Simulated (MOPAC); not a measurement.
A run for MOPAC: AM1 on BrFH2Sn (SMILES [F][SnH2][Br]), a point of a bond scan (R = 1.700 Å).

```
AM1 1SCF PRECISE CHARGE=0 THREADS=1
BrFH2Sn

Sn    -0.82087301 1    -0.25418523 1     0.04124020 1
F     -1.53349458 1     1.43640576 1    -0.55475012 1
Br     1.64216243 1     0.04607296 1     0.07036013 1
H     -1.24249200 1    -1.37719034 1    -1.16269239 1
H     -1.38809149 1    -0.45375329 1     1.63082898 1
```

The log:

```
*******************************************************************************
 **                                                                           **
 **                              MOPAC v23.2.5                                **
 **                                                                           **
 *******************************************************************************
 ** MOPAC's Digital Object Identifier: https://doi.org/10.5281/zenodo.6511958 **
 **                                                                           **
 ** Please cite the open-source release paper for use of this MOPAC version:  **
 ** J. E. Moussa and J. J. P. Stewart (2026)                                  **
 ** MOPAC: An open-source semiempirical molecular orbital program             **
 ** J. Open Source Softw., 11(119), 8025, https://doi.org/10.21105/joss.08025 **
 *******************************************************************************

                              AM1 CALCULATION RESULTS

 *******************************************************************************
 *  AM1        - The AM1 Hamiltonian to be used
 *
 *
 *
 *                 CHARGE ON SYSTEM = 0
 *
 *
 *
 *  PRECISE    - TIGHTER CRITERIA TO BE USED
 *  1SCF       - DO 1 SCF AND THEN STOP
 *  THREADS=1  - MULTI-THREADING NOT USED
 *  T=         - A TIME OF 172800.0 SECONDS REQUESTED
 *  DUMP=N     - RESTART FILE WRITTEN EVERY 7200.0 SECONDS REQUESTED
 *******************************************************************************
AM1 1SCF PRECISE CHARGE=0 THREADS=1
 BrFH2Sn

   ATOM   CHEMICAL          X               Y               Z
  NUMBER   SYMBOL      (ANGSTROMS)     (ANGSTROMS)     (ANGSTROMS)

     1      Sn         -0.82087301  *  -0.25418523  *   0.04124020  *
     2       F         -1.53349458  *   1.43640576  *  -0.55475012  *
     3      Br          1.64216243  *   0.04607296  *   0.07036013  *
     4       H         -1.24249200  *  -1.37719034  *  -1.16269239  *
     5       H         -1.38809149  *  -0.45375329  *   1.63082898  *



          CARTESIAN COORDINATES

    NO.       ATOM           X           Y           Z

     1        Sn         -0.8209     -0.2542      0.0412
     2         F         -1.5335      1.4364     -0.5548
     3        Br          1.6422      0.0461      0.0704
     4         H         -1.2425     -1.3772     -1.1627
     5         H         -1.3881     -0.4538      1.6308

  H: (AM1): M.J.S. DEWAR ET AL, J. AM. CHEM. SOC. 107 3902-3909 (1985)
  F: (AM1): M.J.S. DEWAR AND E. G. ZOEBISCH, THEOCHEM, 180, 1 (1988).
 Br: (AM1): M.J.S. DEWAR AND E. G. ZOEBISCH, THEOCHEM, 180, 1 (1988).
 Sn: (AM1): J. J. P. STEWART, J. MOL. MOD., 10, 155-164 (2004)

           Empirical Formula: H2 Sn F Br  =     5 atoms



      MOLECULAR POINT GROUP   :   Cs


      RHF CALCULATION, NO. OF DOUBLY OCCUPIED LEVELS = 10


 -------------------------------------------------------------------------------
 AM1 1SCF PRECISE CHARGE=0 THREADS=1
 BrFH2Sn



     1SCF WAS SPECIFIED, SO BFGS WAS NOT USED
     SCF FIELD WAS ACHIEVED


                              AM1 CALCULATION
                                                       MOPAC v23.2.5 Linux




          FINAL HEAT OF FORMATION =        -68.20414 KCAL/MOL =    -285.36611 KJ/MOL


          COSMO AREA              =        116.35 SQUARE ANGSTROMS
          COSMO VOLUME            =        106.15 CUBIC ANGSTROMS

          IONIZATION POTENTIAL    =         10.205516 EV
          HOMO LUMO ENERGIES (EV) =        -10.206 -1.237
          NO. OF FILLED LEVELS    =         10
          MOLECULAR WEIGHT        =        219.6082         POINT GROUP:  Cs

          MOLECULAR DIMENSIONS (Angstroms)

            Atom       Atom       Distance
           Br     3    F     2     3.52258
            H     4    H     5     2.94579
            H     4    F     2     2.14501


          SCF CALCULATIONS        =          1





   ATOM   CHEMICAL          X               Y               Z
  NUMBER   SYMBOL      (ANGSTROMS)     (ANGSTROMS)     (ANGSTROMS)

     1      Sn         -0.82087301  *  -0.25418523  *   0.04124020  *
     2       F         -1.53349458  *   1.43640576  *  -0.55475012  *
     3      Br          1.64216243  *   0.04607296  *   0.07036013  *
     4       H         -1.24249200  *  -1.37719034  *  -1.16269239  *
     5       H         -1.38809149  *  -0.45375329  *   1.63082898  *

                             CARTESIAN COORDINATES

   1   Sn       -0.820873010    -0.254185230     0.041240200
   2    F       -1.533494580     1.436405760    -0.554750120
   3   Br        1.642162430     0.046072960     0.070360130
   4    H       -1.242492000    -1.377190340    -1.162692390
   5    H       -1.388091490    -0.453753290     1.630828980


           Empirical Formula: H2 Sn F Br  =     5 atoms



      MOLECULAR POINT GROUP   :   Cs


                  EIGENVALUES
 -45.21455 -29.76168 -16.21524 -13.07483 -12.83090 -12.50337 -11.30731 -10.96299
 -10.49801 -10.20552  -1.23679   3.32858   4.44205   5.05544


              NET ATOMIC CHARGES AND DIPOLE CONTRIBUTIONS

  ATOM NO.   TYPE          CHARGE      No. of ELECS.   s-Pop       p-Pop
    1         Sn           1.898242        2.1018     1.12322     0.97854
    2          F          -0.674284        7.6743     1.88171     5.79257
    3         Br          -0.507142        7.5071     1.94620     5.56095
    4          H          -0.358408        1.3584     1.35841
    5          H          -0.358408        1.3584     1.35841
 DIPOLE           X         Y         Z       TOTAL
 POINT-CHG.    -1.989    -3.930     1.195     4.564
 HYBRID        -0.825     0.890    -0.337     1.260
 SUM           -2.815    -3.040     0.858     4.231


          ATOMIC ORBITAL ELECTRON POPULATIONS

     Atom    s        px        py        pz
    1 Sn   1.12322   0.31586   0.27531   0.38737
    2  F   1.88171   1.93844   1.89069   1.96344
    3 Br   1.94620   1.60417   1.97502   1.98175
    4  H   1.35841
    5  H   1.35841

 **********************
 *                    *
 * JOB ENDED NORMALLY *
 *                    *
 **********************




 == MOPAC DONE ==
```

The run finished.

Cost: about 0.03 core-seconds (a rough figure).
